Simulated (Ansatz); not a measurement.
Ti3Se4⁺, relaxed as a doublet with UKS PBE-D4/def2-SVP in Ansatz, starting from the GFN1-xTB geometry. Force threshold 0.03 eV/Å.

The structure comes from a short search, and lower isomers may exist.

Start:

```xyz
7

Ti    0.1906    1.4935   -0.5415
Ti    1.2610   -0.7432    0.6418
Ti   -1.4654   -0.4689    0.4426
Se   -1.9083    0.8336   -1.5440
Se   -0.0439    1.0277    1.9754
Se   -0.2789   -2.5663    0.2587
Se    2.2449    0.4235   -1.2331
```

Q: Estimate the energy that the relaxation releases and the steps that it takes.

A: 0.18 eV, in 4 steps; 59 s on 4 threads of Arm Neoverse V1 on a shared host. No frequencies were taken in this run, so the end may be a saddle point.

Q: Does the start keep its bonding and symmetry?

A: By distances, no bond broke or formed. The bond that changes most is Ti2–Se5, from 2.57 to 2.52 Å (atoms count from 1). Point group C3v at the start, Cs at the end, both within 0.05 Å.

Q: Predict the relaxed structure.

A: 
Cartesian coordinates in Å:
```
Ti 0.180 1.403 -0.498
Ti 1.331 -0.695 0.660
Ti -1.527 -0.411 0.450
Se -1.893 0.794 -1.560
Se -0.054 0.945 1.973
Se -0.261 -2.421 0.231
Se 2.225 0.384 -1.255
```
Bond lengths (bridged metal pairs left out): 9 × Se–Ti 2.37 to 2.52 Å.
